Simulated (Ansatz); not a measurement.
`C/C=C\[SiH2]Cl` → 3 C• + Cl• + 7 H• + Si•  (atomization)

Computed with Ansatz on PBE0-D4/def2-TZVP structures; ΔE is electronic, products minus reactants. CBS: MP2 limit from def2 TZ/QZ plus the TZ coupled-cluster correction, frozen cores. This one scheme is used for every species, atoms too. For atomizations the MP2-based limit and the directly extrapolated one differ by several kJ/mol either way, and by 10 to 25 for some Ge, Se and Sn compounds, so smaller differences from it don't rank the levels. Functionals use def2-TZVPP. B3LYP here is the variant with VWN-RPA as its local correlation; programs differ in this. Open shells (•) are unrestricted, without spin–orbit coupling. Spin–orbit coupling would lower the free atoms: a little for C, Cl, Si. One conformer a species, not always the lowest.

```csv
level,ΔE (eV),difference from CCSD(T)/CBS
LDA (SPW92),53.15,6.01
revPBE-D4,46.89,-0.25
BLYP-D4,46.84,-0.30
B3LYP-D4,47.11,-0.03
BHLYP-D4,46.16,-0.98
MP2/def2-SVP,45.13,-2.01
MP2/def2-TZVPP,46.58,-0.56
SCS-MP2/def2-TZVPP,46.42,-0.72
HF/CBS(def2),35.82,-11.32
MP2/CBS(def2),47.70,0.56
CCSD(T)/CBS,47.14,0
```

Largest T1 diagnostic among the species: 0.012.

Leaving LDA and LC-ωPBE aside and taking each functional with its dispersion term where it has one, the values, not all of them listed here, spread over 1.68 eV, from BHLYP-D4 to PBE-D4. LDA lies +5.60 eV from PBE without D4, its usual overbinding. From PBE to PBE0 (25 % exact exchange), in def2-TZVPP and without D4, ΔE moves by −0.46 eV: exact exchange takes away binding that semilocal exchange gives to molecules. In def2-TZVPP, CCSD(T) changes the Hartree–Fock value by +10.25 eV (the triples alone add +0.62 eV) and MP2 by +10.81 eV; breaking electron pairs costs correlation energy, which Hartree–Fock lacks.
